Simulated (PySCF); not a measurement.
## Structure elucidation problem

Molecular formula: C7H9FSi. Simulated spectra:

¹H NMR (400 MHz, computed): δ 7.28 (m, 1H), 7.08 (m, 1H), 6.59 (m, 1H), 5.97 (m, 1H), 4.85 (m, 2H), 1.88 (d, 3H).

¹³C{¹H} NMR (computed): δ 174.7 (C), 152.6 (CH), 138.3 (CH), 132.7 (CH), 131.7 (CH), 114.7 (C), 15.5 (CH3).

- GFN2-xTB structure
- shieldings: GIAO PBE0/pcSseg-1
- program: PySCF
- one computed conformer, non-relativistic Hamiltonian, fast rotation and ring inversion assumed for equivalent nuclei, no solvent model

References, each an isolated molecule treated in the same way: ¹H (σ = 31.72 ppm) and ¹³C (σ = 186.93 ppm) vs TMS.

Problem. Choose the structure that fits.
A. C#C[Si@H]1[C@H](C(=C)C)[C@@H]1F
B. C#C[C@@H]1[SiH2]/C(=C/C)[C@H]1F
C. C/C=C\C1=C(F)C=C[SiH2]1

Solution. C. 

The formula gives 4 degrees of unsaturation (1 ring in the answer). 7 carbon signals for 7 carbons: no two carbons are equivalent. Carbon types of the structure: 2 × C, 4 × CH, 1 × CH3, leaving 2 H on heteroatoms. δC 174.7, 114.7: fully substituted alkene carbon. δC 152.6, 138.3, 132.7, 131.7: alkene CH; as expected for a trigonal carbon in a double bond. δC 15.5: allylic methyl carbon; saturated and bonded to C and H only. δH 7.28, 7.08, 6.59, 5.97: hydrogen on an alkene CH; olefinic region. δH 1.88: hydrogen on an allylic methyl carbon; allylic position.

The others: C#C[Si@H]1[C@H](C(=C)C)[C@@H]1F would give 7 signals for carbon-bound and other non-exchanging H, not 6; C#C[C@@H]1[SiH2]/C(=C/C)[C@H]1F would give 7 signals for carbon-bound and other non-exchanging H, not 6.

Splittings by ¹⁹F in the carbon and heteronuclear signals aren't shown, as no couplings were computed. Shifts are as computed. Against solution values, carbons near 30 ppm lie about +3 ppm off and those near 130 ppm about +5 ppm. Of 1309 compounds with measured shifts, 239 miss one by over three times the rms of a fit or turn the order of signals round; such compounds aren't used in these exercises. Multiplicities follow the n + 1 count of equivalent neighbours, as no J values were calculated; m marks all less simple cases, F and P coupling included.
